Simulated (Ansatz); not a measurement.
A run on `C=C(F)/C(F)=C/F` with other settings.

```yaml
crystal:
  periodic: [false, false, false]
  atoms:
    - {symbol: C, position_ang: [0.886357, -0.382499, -1.613640]}
    - {symbol: C, position_ang: [0.028617, -0.439855, -0.607685]}
    - {symbol: F, position_ang: [-0.954525, -1.350960, -0.587038]}
    - {symbol: C, position_ang: [0.016894, 0.420785, 0.559956]}
    - {symbol: F, position_ang: [0.975105, 1.344845, 0.587958]}
    - {symbol: C, position_ang: [-0.865862, 0.328167, 1.550305]}
    - {symbol: F, position_ang: [-0.823694, 1.146057, 2.592428]}
    - {symbol: H, position_ang: [0.809158, -1.073209, -2.441470]}
    - {symbol: H, position_ang: [1.669678, 0.360410, -1.607397]}
    - {symbol: H, position_ang: [-1.658730, -0.404941, 1.569483]}
basis:
  gaussian: {orbitals: aug-cc-pVDZ}
hamiltonian: {xc: {name: PBEsol}, dispersion: d3bj}
```

```sh
$ ansatz run in.yaml --threads 4 --pin off --events-out ev --progress --plain --max-ram 10444MiB
```

Shortened log:

```
Functional definition: PBEsol
1656 factors; their error is unknown
mean field evaluation 1: about -12282.5030 eV, gradient 6.4e1 eV
mean field evaluation 2: about -12271.0504 eV, gradient 8.5e1 eV
mean field evaluation 4: about -12292.6138 eV, gradient 1.1e1 eV
mean field evaluation 8: about -12292.8818 eV, gradient 1.8e-1 eV
mean field evaluation 16: about -12292.8178 eV, gradient 1.9e-3 eV
mean field -12292.81783125 eV, -451.7527229273 hartree, gradient 2.4e-5 eV, S^2 0.000000; 0 other end points of the search recorded, 0 dependent functions left out
reference -12292.81791334 eV, -451.7527259438 hartree; 27, 27 occupied and 161, 161 virtual orbitals, 1656 factors
Total energy: -12292.88788706 eV, -451.7552974306 hartree
```

Run time 2.2 s (4 threads of an Arm Neoverse V1 on a shared host); peak host memory 0.45 GiB.
